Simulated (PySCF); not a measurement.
C₂H₄BFO₂, SMILES O=C(C)B(F)O.

The structure is a stationary point at B3LYP-D3(BJ)/def2-SVP. The structure was generated by enumeration, and PubChem lists no compound with its InChIKey, so it may never have been made. The values are those of a single conformer.

Method: PySCF with PBE/def2-TZVP.

Symmetry labels are those of the subgroup Cs that the program uses (full group Cs).

**Question.** List the valence orbital energies around the gap with their symmetry. (The exact figures need the calculation; the answer reports its results.)

**Answer.** 
| orbital | symmetry | energy (eV) |
|---|---|---|
| HOMO−7 | A' | -10.95 |
| HOMO−6 | A" | -10.92 |
| HOMO−5 | A' | -10.23 |
| HOMO−4 | A' | -10.12 |
| HOMO−3 | A" | -9.41 |
| HOMO−2 | A' | -8.85 |
| HOMO−1 | A" | -8.79 |
| HOMO | A' | -5.98 |
| LUMO | A" | -3.08 |
| LUMO+1 | A' | -0.10 |
| LUMO+2 | A" | 0.52 |
| LUMO+3 | A' | 0.88 |
